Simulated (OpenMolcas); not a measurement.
# Multiplet structure of Mo2+

| Quantity | Value |
| --- | --- |
| Program | OpenMolcas |
| Method | SS-CASPT2, IPEA 0.25 Eh, imaginary shift 0.1 Eh (closed shells correlated: 4s 4p) |
| Basis | ANO-RCC-VTZP [7s6p4d2f1g] |
| Scalar Hamiltonian | DKH2, point nucleus |
| Active space | 4 electrons in 6 orbitals (4d 5s) |
| State averaging | 2S+1 = 5 even, 15 roots; 2S+1 = 3 even, 95 roots; 2S+1 = 1 even, 90 roots |
| Spin-orbit coupling | RASSI with atomic mean-field integrals over the reference wave functions, term energies averaged over their components |

Spin-free terms above the lowest, with the occupations of the reference:

```tsv
Configuration	Term	E (cm⁻¹)	Occupations
4d⁴	⁵D	0.0	4d 4.00
4d⁴	³P(1)	13010	4d 3.96 5s 0.04
4d⁴	³H	13510	4d 4.00
4d⁴	³F(1)	14260	4d 3.98 5s 0.02
4d⁴	³G	16080	4d 3.99 5s 0.01
4d⁴	³D	19780	4d 3.98 5s 0.01
4d⁴	¹I	20090	4d 4.00
4d⁴	¹G(1)	20630	4d 4.00
4d⁴	¹S(1)	23090	4d 4.00
4d⁴	¹D(1)	23300	4d 3.94 5s 0.06
4d⁴	¹F	27420	4d 3.97 5s 0.03
4d⁴	³P(2)	32500	4d 3.91 5s 0.09
4d⁴	³F(2)	33110	4d 3.92 5s 0.08
4d³ 5s	⁵F	34470	4d 3.00 5s 1.00
4d⁴	¹G(2)	37180	4d 3.85 5s 0.15
4d³ 5s	³F(1)	43080	4d 3.09 5s 0.91
4d³ 5s	⁵P	44130	4d 3.00 5s 1.00
```

With spin-orbit coupling, above the lowest level:

```
Configuration   Term  J  E (cm⁻¹)  Measured (cm⁻¹)  Term weight %        Second
          4d⁴     ⁵D  0       0.0              0.0             98              
          4d⁴     ⁵D  1       247              242             99              
          4d⁴     ⁵D  2       686              668             99              
          4d⁴     ⁵D  3      1260             1224            100              
          4d⁴     ⁵D  4      1931             1872             99              
          4d⁴  ³P(1)  0     12150            11149             96       3 ¹S(1)
          4d⁴  ³P(1)  1     13400            12510             98              
          4d⁴     ³H  4     13970            12680             85          7 ³G
          4d⁴     ³H  5     14550            13276             94          6 ³G
          4d⁴     ³H  6     15080            13811             98              
          4d⁴  ³F(1)  2     15130            13929             97              
          4d⁴  ³F(1)  3     15160            13948             80         19 ³G
          4d⁴  ³P(1)  2     15290            14358             97          2 ³D
          4d⁴  ³F(1)  4     15500            14296             79         11 ³H
          4d⁴     ³G  3     17210            15871             80      19 ³F(1)
          4d⁴     ³G  4     17660            16283             82      11 ³F(1)
          4d⁴     ³G  5     18070            16714             94          6 ³H
          4d⁴     ³D  3     20910            19488             98              
          4d⁴     ³D  2     21020            19577             92       5 ¹D(1)
          4d⁴     ³D  1     21330                              99              
          4d⁴     ¹I  6     21550            20290             98              
          4d⁴  ¹G(1)  4     22430            20612             92       4 ³F(1)
          4d⁴  ¹S(1)  0     24660            22990             97       3 ³P(1)
          4d⁴  ¹D(1)  2     24930            22806             92          5 ³D
          4d⁴     ¹F  3     28730                              96       2 ³F(2)
          4d⁴  ³P(2)  2     33280                              99              
       4d³ 5s     ⁵F  1     34210            32419             99              
          4d⁴  ³F(2)  2     34380                              84  15 4d³ 5s ⁵F
          4d⁴  ³F(2)  4     34460                              97              
          4d⁴  ³P(2)  1     34490                             100              
          4d⁴  ³F(2)  3     34610                              93   4 4d³ 5s ⁵F
       4d³ 5s     ⁵F  2     34650            32843             84  15 4d⁴ ³F(2)
          4d⁴  ³P(2)  0     35150                              99              
       4d³ 5s     ⁵F  3     35210            33452             96   4 4d⁴ ³F(2)
       4d³ 5s     ⁵F  4     35940            34225             99              
       4d³ 5s     ⁵F  5     36800            35129             99              
          4d⁴  ¹G(2)  4     38620            36164             98              
       4d³ 5s  ³F(1)  2     43230                              98              
       4d³ 5s  ³F(1)  3     44100            43562             98              
       4d³ 5s     ⁵P  1     44760            42405             97       2 ³P(1)
```

Against the 30 measured excited levels shown (Sugar and Musgrove, J. Phys. Chem. Ref. Data 17, 155 (1988)) the mean absolute deviation is 1300 cm-1; the largest miss in energy is 4d⁴ ¹G₄(2): computed 38620, measured 36164 cm⁻¹ (+6.8 %), and the largest in proportion 4d⁴ ³H₄ (+10.1 %).

Spin-orbit coupling puts the lowest level 1339 cm⁻¹ below the lowest spin-free term.

For ⁵D the intervals divided by the larger J are 247.4, 219.4, 191.3, 167.7 cm-1. Landé's interval rule makes them equal in pure LS coupling; they differ by 39 % of their mean. The multiplet is regular.

Term energies are means over components that CASPT2 splits; among the terms shown or strongly mixed into the levels shown the widest spread is 880 cm-1 (4d³ 5s ³F(1)). Configurations are named by rounded mean occupations; where the s occupation lies near a half they are strongly mixed, a name can repeat and a true partner stay unpaired. A single d shell beside an s shell can misplace configurations of different d count against each other. Computed and measured levels are paired by configuration, term and J; levels that our copy of the source lacks, or whose pairing is in doubt (as where it misses far off the trend of its configuration), stay unpaired and out of the deviations. Levels of configurations outside the active space are missing. The first state left out of the spin-orbit step lies near 100000 cm-1 above the lowest spin-free state of the reference (among the parities and spins computed), and the list stops at four fifths of that energy or lower. The table shows the lowest 40 of 72 levels.

The term weight is that of the spin-free term in the level, not the purity of its configuration. A number in round brackets counts repeated terms of one configuration in the order of the reference energies.
